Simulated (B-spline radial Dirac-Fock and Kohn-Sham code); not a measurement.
## What relativity does to the binding energies of Zr⁺

System: Zr⁺ in the configuration 1s2 2s2 2p6 3s2 3p6 3d10 4s2 4p6 4d2 5s1.

Both columns are ΔSCF binding energies of the configuration average from a B-spline atomic structure program: non-relativistic Hartree-Fock with a point nucleus, and Dirac-Fock with a finite nucleus and the Coulomb interaction alone, averaged over the two j levels with weights 2j+1.

| shell | Hartree-Fock (eV) | Dirac-Fock (eV) | shift (eV) | shift (%) |
| --- | --- | --- | --- | --- |
| 1s | 17658.4 | 18059.8 | +401.40 | +2.27 |
| 2s | 2465.0 | 2558.5 | +93.50 | +3.79 |
| 2p | 2247.5 | 2271.5 | +24.00 | +1.07 |
| 3s | 433.5 | 450.6 | +17.12 | +3.95 |
| 3p | 350.8 | 355.0 | +4.20 | +1.20 |
| 3d | 200.3 | 196.9 | -3.35 | -1.67 |
| 4p | 44.95 | 45.23 | +0.28 | +0.62 |
| 4d | 13.98 | 13.56 | -0.41 | -2.96 |
| 5s | 11.65 | 11.93 | +0.28 | +2.40 |

Relativity binds 1s, 2s, 2p, 3s, 3p, 4p, 5s more strongly, among those listed most of all 3s in relative terms, and 3d, 4d more weakly, because the contracted s and p shells screen the nucleus better.

Values without a named source are computed, but for edge energies of neutral atoms, which are taken from tables.
